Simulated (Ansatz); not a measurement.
Ansatz (a quantum-chemistry and plane-wave program) input (CCSD(T)/aug-cc-pVDZ):

Ansatz 0.2 input:
```yaml
crystal:
  periodic: [false, false, false]
  atoms:
    - {symbol: C, position_ang: [2.82173425, -0.00403984, -0.35676528]}
    - {symbol: C, position_ang: [1.29496453, -0.03229472, -0.50883510]}
    - {symbol: C, position_ang: [0.60144329, 0.88422089, 0.47451730]}
    - {symbol: C, position_ang: [-0.62954925, 0.55061363, 0.90514646]}
    - {symbol: C, position_ang: [-1.50154288, -0.63717286, 0.51700118]}
    - {symbol: C, position_ang: [-2.48121067, -0.31646685, -0.62167500]}
    - {symbol: H, position_ang: [3.10658394, -0.35383324, 0.64048544]}
    - {symbol: H, position_ang: [3.32903952, -0.63583375, -1.10035365]}
    - {symbol: H, position_ang: [3.18486921, 1.02315842, -0.44832088]}
    - {symbol: H, position_ang: [1.05594735, 0.31076333, -1.52835414]}
    - {symbol: H, position_ang: [0.98195593, -1.10072964, -0.48062524]}
    - {symbol: H, position_ang: [-1.14542284, 1.21853685, 1.61071422]}
    - {symbol: H, position_ang: [-2.08475489, -0.98075615, 1.38516499]}
    - {symbol: H, position_ang: [-0.88154159, -1.48594694, 0.20875069]}
    - {symbol: H, position_ang: [-3.12732053, 0.52327784, -0.34670616]}
    - {symbol: H, position_ang: [-1.92923204, -0.01925344, -1.51632898]}
    - {symbol: H, position_ang: [-3.12515975, -1.16854484, -0.88076352]}
basis:
  gaussian:
    orbitals: aug-cc-pVDZ
total_charge: -1
magnetization: {spin_polarized: false}
correlation: {method: ccsd_t, electrons: outside_noble_gas}
output: {forces: true}
```

End of the output:

```
Atom 3 at    -0.629549     0.550614     0.905146 Å, force    -1.145503    -0.194950     0.428832 eV/Å
Atom 4 at    -1.501543    -0.637173     0.517001 Å, force    -0.023281    -0.061865    -0.077155 eV/Å
Atom 5 at    -2.481211    -0.316467    -0.621675 Å, force     0.053990    -0.002036     0.069916 eV/Å
Atom 6 at     3.106584    -0.353833     0.640485 Å, force     0.109936    -0.162976     0.433151 eV/Å
Atom 7 at     3.329040    -0.635834    -1.100354 Å, force     0.190846    -0.256340    -0.311068 eV/Å
Atom 8 at     3.184869     1.023158    -0.448321 Å, force     0.150652     0.441177    -0.060559 eV/Å
Atom 9 at     1.055947     0.310763    -1.528354 Å, force    -0.098186     0.161087    -0.420740 eV/Å
Atom 10 at     0.981956    -1.100730    -0.480625 Å, force    -0.129268    -0.357359     0.097184 eV/Å
Atom 11 at    -1.145423     1.218537     1.610714 Å, force    -0.160724     0.265307     0.261920 eV/Å
Atom 12 at    -2.084755    -0.980756     1.385165 Å, force    -0.214329    -0.115073     0.362614 eV/Å
Atom 13 at    -0.881542    -1.485947     0.208751 Å, force     0.266682    -0.380229    -0.136505 eV/Å
Atom 14 at    -3.127321     0.523278    -0.346706 Å, force    -0.282220     0.365199     0.129311 eV/Å
Atom 15 at    -1.929232    -0.019253    -1.516329 Å, force     0.265308     0.129261    -0.403727 eV/Å
Atom 16 at    -3.125160    -1.168545    -0.880764 Å, force    -0.239821    -0.348452    -0.085428 eV/Å
Dipole moment:    -0.581196    -0.839257    -0.457009 e Å
```

It need not be the lowest isomer of its formula. Whether it binds its extra electron was not tested at this geometry.
